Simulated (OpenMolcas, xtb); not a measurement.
# How methods differ on Si2H3F3 (SMILES F[Si](F)(F)[SiH3])

The species is Si2H3F3 (8 atoms), meant as a singlet with charge 0. SMILES: `F[Si](F)(F)[SiH3]`. The coordinates come from a PBE0-D4/def2-TZVP relaxation.

Each level gives the HOMO–LUMO gap (eV). The values are calculated.

```
         level            kind     program  value (eV)   CPU time
      GFN1-xTB  semi-empirical         xtb        5.43  under 2 s
    HF/cc-pVDZ    Hartree–Fock  OpenMolcas       15.79       15 s
 SVWN5/cc-pVDZ             LDA  OpenMolcas        7.00       41 s
  BLYP/cc-pVDZ             GGA  OpenMolcas        7.14       44 s
  TPSS/cc-pVDZ        meta-GGA  OpenMolcas        7.42       57 s
 B3LYP/cc-pVDZ   global hybrid  OpenMolcas        8.88       47 s
B2PLYP/cc-pVDZ   double hybrid  OpenMolcas       11.73       31 s
```

The values span 5.43 to 15.79 eV. Orbital gaps aren't excitation energies, and those of double hybrids come from the SCF part alone; they tend to grow with the share of exact exchange. CPU times are rough (shared hosts, several kinds of processor and program).
